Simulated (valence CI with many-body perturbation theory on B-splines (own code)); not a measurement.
# E1 line list for Sm⁴⁹⁺

Method: configuration interaction combined with many-body perturbation theory (CI+MBPT): three valence electrons over a frozen Dirac-Fock core [Ne], radial functions for each j: 11 s, 11 p, 10 d, 8 f, 5 g, 2 h, with the one-electron correlation potential Σ1 (screened to all orders), the two-electron term Σ2, the three-electron term Σ3, Breit, model QED; selected single and double excitations, second order for the rest, scaled by the run's own slope (own B-spline code, finite nucleus).

The last digits are not significant, and no measured levels were compared; by estimate large intervals hold to a few tenths of a per cent, small ones and those within an open d or f shell to about a per cent.

Lines 1 to 50 of 586 in falling wavelength, among levels below 2125.1 eV, chosen from the strongest by gf and those to the six lowest levels. Wavelengths and rates use the calculated energies. Electric multipoles are in the length gauge, E1 and E2 with the static RPA response of the core. Weak lines are less certain than strong ones. Lines between different terms over intervals too small for the method are left out, as are lines whose strength nearly cancels. Where a level lies close to another of its J and parity, the split of strength between their lines is uncertain. The highest levels of a list are the least certain.

Levels are named by their leading jj configuration (3d3/2^4 stands for four electrons in 3d with j = 3/2), which in mixed levels can hold well under half, so a name can repeat and another be missing. Letters in brackets count levels of one name in rising energy.

```tsv
λ vac (nm)	Upper	Lower	A (s⁻¹)	S (a.u.) with core polarisation	S without
39.43	(3s^2 3p3/2) J=3/2	(3s 3p1/2^2) J=1/2	2.82e+06	3.42e-04	3.48e-04
23.45	(3s 3p1/2 4p1/2) J=1/2 [a]	(3s 3p1/2 4s) J=1/2 [a]	7.37e+09	9.39e-02	9.42e-02
21.70	(3s^2 4p1/2) J=1/2	(3s^2 4s) J=1/2	9.83e+09	9.92e-02	9.96e-02
21.57	(3s 3p1/2 4p1/2) J=3/2	(3s 3p1/2 4s) J=3/2	4.22e+09	8.36e-02	8.39e-02
11.98	(3s 3p1/2 3p3/2) J=3/2 [a]	(3s^2 3p3/2) J=3/2	1.19e+09	4.05e-03	4.13e-03
11.63	(3p1/2 3p3/2 3d5/2) J=7/2 [b]	(3s 3p3/2 3d5/2) J=5/2 [b]	7.57e+09	4.70e-02	4.78e-02
11.35	(3p1/2 3p3/2 3d5/2) J=9/2	(3s 3p3/2 3d5/2) J=7/2 [b]	6.08e+09	4.38e-02	4.46e-02
11.12	(3p1/2 3d3/2^2) J=5/2	(3s 3d3/2^2) J=3/2	1.04e+10	4.22e-02	4.30e-02
11.08	(3s 3p1/2 4s) J=3/2	(3s^2 4s) J=1/2	1.39e+10	3.74e-02	3.72e-02
11.05	(3p1/2 3d3/2 3d5/2) J=9/2	(3s 3d3/2 3d5/2) J=7/2 [b]	1.63e+10	1.09e-01	1.11e-01
10.90	(3p1/2 3d3/2 3d5/2) J=7/2 [a]	(3s 3d3/2 3d5/2) J=5/2 [a]	6.61e+09	3.38e-02	3.44e-02
10.56	(3s 3p1/2 3p3/2) J=5/2	(3s^2 3p3/2) J=3/2	7.95e+09	2.77e-02	2.82e-02
10.53	(3s 3p1/2 3d5/2) J=7/2	(3s^2 3d5/2) J=5/2	1.29e+10	5.94e-02	6.05e-02
10.40	(3p1/2 3d3/2 3d5/2) J=7/2 [a]	(3s 3d3/2 3d5/2) J=7/2 [a]	8.82e+09	3.91e-02	3.99e-02
10.34	(3p1/2 3d5/2^2) J=5/2	(3s 3d5/2^2) J=3/2	1.84e+10	6.01e-02	6.11e-02
10.33	(3p1/2 3d5/2^2) J=9/2	(3s 3d5/2^2) J=7/2	2.45e+10	1.33e-01	1.36e-01
10.28	(3p1/2 3d3/2 3d5/2) J=9/2	(3s 3d3/2 3d5/2) J=9/2	9.00e+09	4.82e-02	4.91e-02
10.05	(3p1/2 3p3/2 3d5/2) J=9/2	(3s 3p3/2 3d5/2) J=7/2 [a]	1.04e+10	5.22e-02	5.31e-02
9.831	(3p1/2^2 3p3/2) J=3/2	(3s 3p1/2 3p3/2) J=3/2 [b]	6.57e+09	1.23e-02	1.26e-02
9.826	(3s 3p1/2^2) J=1/2	(3s^2 3p1/2) J=1/2	2.06e+10	1.93e-02	1.97e-02
9.740	(3s^2 4p3/2) J=3/2	(3s^2 4s) J=1/2	1.06e+11	1.94e-01	1.95e-01
9.702	(3p1/2 3p3/2 3d5/2) J=5/2 [a]	(3s 3p3/2 3d5/2) J=3/2 [a]	1.52e+10	4.10e-02	4.17e-02
9.651	(3p1/2 3d3/2 3d5/2) J=5/2 [b]	(3s 3d3/2 3d5/2) J=5/2 [b]	1.26e+10	3.35e-02	3.41e-02
9.612	(3p1/2 3p3/2 3d3/2) J=7/2	(3s 3p3/2 3d3/2) J=7/2	1.20e+10	4.22e-02	4.29e-02
9.585	(3p1/2 3d5/2^2) J=1/2	(3s 3d5/2^2) J=1/2	4.16e+10	3.61e-02	3.68e-02
9.552	(3p1/2 3d5/2^2) J=3/2	(3s 3d5/2^2) J=5/2	2.90e+10	4.98e-02	5.07e-02
9.489	(3p1/2 3d5/2^2) J=5/2	(3s 3d5/2^2) J=5/2	2.16e+10	5.46e-02	5.55e-02
9.460	(3s^2 4d3/2) J=3/2	(3s^2 4p1/2) J=1/2	1.20e+11	2.01e-01	2.01e-01
9.442	(3p1/2^2 3d5/2) J=5/2	(3s 3p1/2 3d5/2) J=3/2	2.27e+10	5.65e-02	5.75e-02
9.377	(3p1/2 3d3/2 3d5/2) J=7/2 [b]	(3s 3d3/2 3d5/2) J=7/2 [b]	1.00e+10	3.26e-02	3.31e-02
9.352	(3p1/2 3d5/2^2) J=7/2	(3s 3d5/2^2) J=9/2	2.84e+10	9.16e-02	9.33e-02
9.242	(3p1/2 3d5/2^2) J=9/2	(3s 3d5/2^2) J=9/2	1.90e+10	7.38e-02	7.51e-02
9.198	(3p1/2 3d3/2^2) J=3/2	(3s 3d3/2^2) J=5/2	2.50e+10	3.84e-02	3.91e-02
9.156	(3s 3p1/2 3p3/2) J=3/2 [b]	(3s^2 3p3/2) J=3/2	1.35e+10	2.05e-02	2.09e-02
9.149	(3p1/2^2 3d5/2) J=5/2	(3s 3p1/2 3d5/2) J=5/2 [b]	2.55e+10	5.78e-02	5.89e-02
9.146	(3p1/2 3p3/2 3d5/2) J=3/2 [a]	(3s 3p3/2 3d5/2) J=5/2 [a]	2.02e+10	3.05e-02	3.11e-02
8.954	(3p1/2 3p3/2 3d5/2) J=5/2 [a]	(3s 3p3/2 3d5/2) J=5/2 [a]	1.59e+10	3.37e-02	3.43e-02
8.904	(3p1/2 3p3/2 3d5/2) J=7/2 [b]	(3s 3p3/2 3d5/2) J=7/2 [a]	1.28e+10	3.57e-02	3.63e-02
8.855	(3s 3p1/2 3d3/2) J=3/2 [a]	(3s 3p1/2 3p3/2) J=3/2 [b]	1.20e+10	1.65e-02	1.68e-02
8.817	(3p1/2 3d3/2 3d5/2) J=7/2 [b]	(3s 3d3/2 3d5/2) J=9/2	3.47e+10	9.39e-02	9.56e-02
8.789	(3p1/2 3p3/2^2) J=5/2	(3s 3p3/2^2) J=5/2	1.75e+10	3.52e-02	3.58e-02
8.656	(3p1/2 3p3/2 3d5/2) J=5/2 [b]	(3s 3p3/2 3d5/2) J=7/2 [a]	1.50e+10	2.88e-02	2.93e-02
8.629	(3s 3p1/2 3p3/2) J=1/2	(3s^2 3p3/2) J=3/2	1.97e+10	1.25e-02	1.27e-02
8.605	(3p1/2^2 3p3/2) J=3/2	(3s 3p1/2 3p3/2) J=5/2	3.89e+10	4.89e-02	4.98e-02
8.597	(3p1/2 3p3/2 3d5/2) J=7/2 [a]	(3s 3p3/2 3d5/2) J=9/2	3.66e+10	9.17e-02	9.34e-02
8.584	(3p1/2^2 3d5/2) J=5/2	(3s 3p1/2 3d5/2) J=7/2	4.81e+10	9.00e-02	9.16e-02
8.571	(3p1/2^2 3d3/2) J=3/2	(3s 3p1/2 3d3/2) J=5/2	5.24e+10	6.51e-02	6.63e-02
8.544	(3p1/2 3p3/2^2) J=3/2	(3s 3p3/2^2) J=5/2	3.26e+10	4.01e-02	4.09e-02
8.319	(3p1/2 3d3/2 3d5/2) J=5/2 [b]	(3s 3d3/2 3d5/2) J=7/2 [a]	2.17e+10	3.71e-02	3.77e-02
8.295	(3p1/2 3p3/2 3d3/2) J=5/2 [b]	(3s 3p3/2 3d3/2) J=7/2	4.18e+10	7.06e-02	7.19e-02
```
